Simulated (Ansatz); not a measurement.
The molecule ZrCl, multiplicity 4 (lowest of 2S+1 = 2, 4, 6 at PBE0/def2-TZVPP; our sources give no spin for the ground state, which may be another). No spin–orbit coupling.

The constants come from a fifth-degree fit in 1/R (seven points, main isotopes). In def2 and cc sets the state is the lowest found near the PBE0 minimum, followed along R.

Codes used: Ansatz (a first-principles code) with Gaussian orbitals.  In def2 rows elements past Kr take small-core potentials, without spin–orbit coupling.

Energies at CAM-B3LYP/def2-TZVPP:

| R (Å) | E (hartree) |
|---|---|
| 2.181223 | -507.18401395 |
| 2.239858 | -507.18989002 |
| 2.293802 | -507.19297372 |
| 2.354783 | -507.19431536 |
| 2.415763 | -507.19385202 |
| 2.486125 | -507.19159262 |
| 2.568214 | -507.18723231 |

Task: With a reduced mass of 25.1764 u, find the minimum, the force constant and the constants.

Result: A fifth-degree polynomial in 1/R puts the minimum at r_e = 2.3675 Å with force constant 200 N/m. Then ω_e = (1/2πc)√(k/μ) = 367 cm⁻¹ and B_e = h/(8π²cμr_e²) = 0.1195 cm⁻¹; the cubic and quartic terms give α_e = 0.00051 and ω_e x_e = 1.1 cm⁻¹.
